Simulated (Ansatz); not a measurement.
```yaml
crystal:
  periodic: [false, false, false]
  atoms:
    - {symbol: C, position_ang: [-0.719711, -1.556720, 0.794318]}
    - {symbol: C, position_ang: [-0.601147, -0.840526, 0.123228]}
    - {symbol: C, position_ang: [-1.591601, -0.331740, 0.064517]}
    - {symbol: Al, position_ang: [0.329498, -0.192541, 0.446924]}
    - {symbol: Cl, position_ang: [1.309412, -0.648942, 1.294720]}
    - {symbol: C, position_ang: [0.655296, 0.997743, -0.160178]}
    - {symbol: C, position_ang: [1.589929, 1.440458, 0.068236]}
    - {symbol: C, position_ang: [0.562958, 0.889563, -1.071070]}
    - {symbol: H, position_ang: [-0.844941, -1.591123, 1.295773]}
    - {symbol: H, position_ang: [-0.221539, -2.265384, 0.706557]}
    - {symbol: H, position_ang: [-1.227673, -2.248437, 0.567881]}
    - {symbol: H, position_ang: [-0.553271, -1.251428, -0.562819]}
    - {symbol: H, position_ang: [-1.873741, -0.691494, -0.168712]}
    - {symbol: H, position_ang: [-1.534843, -0.099035, 0.649085]}
    - {symbol: H, position_ang: [-1.300076, 0.173652, -0.407771]}
    - {symbol: H, position_ang: [0.079806, 1.262188, 0.043397]}
    - {symbol: H, position_ang: [2.178936, 0.854921, -0.128845]}
    - {symbol: H, position_ang: [1.416716, 1.331018, 0.714326]}
    - {symbol: H, position_ang: [1.443262, 2.119062, -0.228686]}
    - {symbol: H, position_ang: [0.546274, 1.342421, -1.374993]}
    - {symbol: H, position_ang: [0.949328, 0.431022, -1.533905]}
    - {symbol: H, position_ang: [-0.113173, 0.596895, -1.458811]}
basis:
  gaussian: {orbitals: def2-SVPD}
hamiltonian: {xc: {name: rPW86-PBE}}
output: {forces: true}
```

```sh
$ ansatz run in.yaml --threads 4 --pin off --events-out ev --progress --plain --max-ram 66560MiB --backend cuda --devices 0, --max-vram 37GiB
```

It prints (some lines left out):

```
Functional definition: rPW86-PBE
2415 factors; their error is unknown
mean field evaluation 1: about -25284.2532 eV, gradient 2.3e2 eV
mean field evaluation 2: about -24435.4041 eV, gradient 5.6e2 eV
mean field evaluation 4: about -25376.3876 eV, gradient 6.9e1 eV
mean field evaluation 8: about -25385.7198 eV, gradient 3.7e-1 eV
mean field evaluation 16: about -25385.6055 eV, gradient 2.3e-3 eV
a density is far from that of the atoms, so the factors are made again for it
2774 factors; integrals over basis functions are off by at most 1.7e-4 eV
mean field -25385.60540403 eV, -932.9037916167 hartree, gradient 2.6e-5 eV, S^2 0.000000; 0 other end points of the search recorded, 0 dependent functions left out
reference -25385.60556232 eV, -932.9037974338 hartree; 40, 40 occupied and 243, 243 virtual orbitals, 2774 factors
Total energy: -25385.60556232 eV, -932.9037974338 hartree
Atom 0 at    -0.719711    -1.556720     0.794318 Å, force    27.528750   -30.932922   -89.245123 eV/Å
Atom 1 at    -0.601147    -0.840526     0.123228 Å, force   -21.273702    -2.327431   -43.075340 eV/Å
Atom 2 at    -1.591601    -0.331740     0.064517 Å, force    39.276922    76.779503    16.535017 eV/Å
Atom 3 at     0.329498    -0.192541     0.446924 Å, force     4.103939    33.649633    -8.362137 eV/Å
Atom 4 at     1.309412    -0.648942     1.294720 Å, force    53.809016   -24.488496    46.594353 eV/Å
Atom 5 at     0.655296     0.997743    -0.160178 Å, force    19.396264    -6.903823    49.051081 eV/Å
Atom 6 at     1.589929     1.440458     0.068236 Å, force    44.479126    10.251634   -17.460085 eV/Å
Atom 7 at     0.562958     0.889563    -1.071070 Å, force   -13.243962   -86.810420    -9.229188 eV/Å
Atom 8 at    -0.844941    -1.591123     1.295773 Å, force   -34.161184    -6.289248   141.340932 eV/Å
Atom 9 at    -0.221539    -2.265384     0.706557 Å, force    11.541657   -11.352597     0.508064 eV/Å
Atom 10 at    -1.227673    -2.248437     0.567881 Å, force   -12.502452   -10.537401    -4.125361 eV/Å
Atom 11 at    -0.553271    -1.251428    -0.562819 Å, force     3.409230   -10.624511   -20.752596 eV/Å
Atom 12 at    -1.873741    -0.691494    -0.168712 Å, force   -86.003590  -101.762603   -65.181562 eV/Å
Atom 13 at    -1.534843    -0.099035     0.649085 Å, force    -1.165726    27.545284    65.193277 eV/Å
Atom 14 at    -1.300076     0.173652    -0.407771 Å, force     6.424009    24.976116   -21.784793 eV/Å
Atom 15 at     0.079806     1.262188     0.043397 Å, force   -47.920471    25.196902    19.852177 eV/Å
Atom 16 at     2.178936     0.854921    -0.128845 Å, force    13.919817    -8.891850    -4.358613 eV/Å
Atom 17 at     1.416716     1.331018     0.714326 Å, force    -6.622167    -3.221878    53.072000 eV/Å
Atom 18 at     1.443262     2.119062    -0.228686 Å, force    -1.116124    31.305583   -12.505731 eV/Å
Atom 19 at     0.546274     1.342421    -1.374993 Å, force    -1.748234   101.899463   -68.170194 eV/Å
Atom 20 at     0.949328     0.431022    -1.533905 Å, force    19.623627   -20.283133   -19.334592 eV/Å
Atom 21 at    -0.113173     0.596895    -1.458811 Å, force   -17.754744    -7.177805    -8.561585 eV/Å
Dipole moment:    -0.277294    -0.067475    -0.064917 e Å
```

(1) Something in this input is off. What?

Answers

(1) The geometry is squeezed to about two thirds of its size. The calculation finished and met its thresholds. The result belongs to that input, not to the molecule as meant.
